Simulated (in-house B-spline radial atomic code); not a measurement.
The numbers below are computed, except where a source is named.
## C6 from the polarisability at imaginary frequency: C III (C2+)

LDA VWN5 linear response of the closed shell [He] 2s2, from a B-spline radial code for spherical atoms; non-relativistic, point nucleus, no spin-orbit coupling.

The dispersion coefficient of two like species is C6 = (3/π) ∫ α(iu)² du from 0 to ∞.

```csv
u (hartree),α(iu) (bohr³)
0,4.257
0.156,3.806
0.364,2.624
0.624,1.575
1.04,0.8213
1.56,0.4589
2.34,0.2473
3.64,0.1226
5.2,0.06898
7.79,0.036
13,0.01577
26,0.004873
```

(1) Fit one oscillator, α(iu) = α(0)/(1 + u²/ω²), through u = 0.624 and estimate C6.

(2) How does that compare with the full integral?

Results:

(1) From α(0)/α(iu) − 1 = 4.257/1.575 − 1 = 1.7029, ω = u/√1.7029 = 0.4782 hartree (13.0 eV). London's formula gives C6 = (3/4) α(0)² ω = 0.75 × 4.257² × 0.4782 = 6.499 hartree·bohr⁶, and the oscillator holds f = α(0) ω² = 0.97 electrons, of a sum of oscillator strengths of 4.0.

(2) The program's quadrature over all excitations gives C6 = 6.518, so the single oscillator is off by -0.3 %. At the last point the fit gives α = 0.00144 against 0.00487: higher excitations, and deeper shells where there are any, keep the true curve higher at large u.
